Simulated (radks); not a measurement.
Computed order of ionisation of europium. At each step one electron was removed from each of the four highest sub-shells of the ion before, moves of one valence electron (up to charge 6) and the configuration listed by NIST were tried, and the lowest configuration was kept. Level of theory: scalar-relativistic Kohn-Sham, BLYP, spin-polarised, spherical densities, finite nucleus; Fermi nuclear charge, rms radius of each element as measured or else 0.836 A^(1/3) + 0.57 fm (a radial shooting solver on a logarithmic mesh with Libxc functionals). Open shells are filled with parallel spins first.

species  lowest configuration found                          NIST configuration  margin to the next tried (eV)  IE (eV)  NIST IE (eV)       kind
Eu                     [Xe] 4f7 6s2                                        same                          1.573    5.648         5.670       exp.
Eu+                    [Xe] 4f7 6s1                                        same                          1.594   11.559         11.24  semi-emp.
Eu2+                       [Xe] 4f7                                        same                          5.601   25.777         24.84  semi-emp.
Eu3+                       [Xe] 4f6                                        same                         12.123   44.215          42.9  semi-emp.
Eu4+                       [Xe] 4f5                                        same                         11.781   64.956             -
Eu5+                       [Xe] 4f4  [Kr] 4d10 4f5 5s2 5p5 lies 6.777 eV higher                          6.777   87.674            89     theory
Eu6+                       [Xe] 4f3                      differs (not computed)                          0.896   106.39           105     theory
Eu7+          [Kr] 4d10 4f3 5s2 5p5                      differs (not computed)                          5.763   121.68           120     theory
Eu8+          [Kr] 4d10 4f3 5s2 5p4                      differs (not computed)                          9.211   137.25           144     theory
Eu9+          [Kr] 4d10 4f3 5s2 5p3                      differs (not computed)                         12.977   158.28           161     theory
Eu10+         [Kr] 4d10 4f3 5s2 5p2                      differs (not computed)                         11.843   175.10           183     theory
Eu11+         [Kr] 4d10 4f3 5s2 5p1                      differs (not computed)                         15.279   192.09           213     theory
Eu12+             [Kr] 4d10 4f3 5s2                                        same                         19.055   232.35           243     theory
Eu13+             [Kr] 4d10 4f2 5s2                                        same                          5.057   260.74           263     theory

Reference values: NIST Atomic Spectra Database (exp. = measured, semi-emp. = semi-empirical, theory = theoretical value adopted there). Open shells are spherical and high-spin; term and fine-structure splittings are not resolved. Spin-orbit splitting is averaged out at the scalar-relativistic level. Tried without a valid solution: [Xe] 4f8 6s1. No tabulated value is given for the 4+ ions of Nd, Pm and Eu to Yb, where it belongs to another shell than the one emptied here.
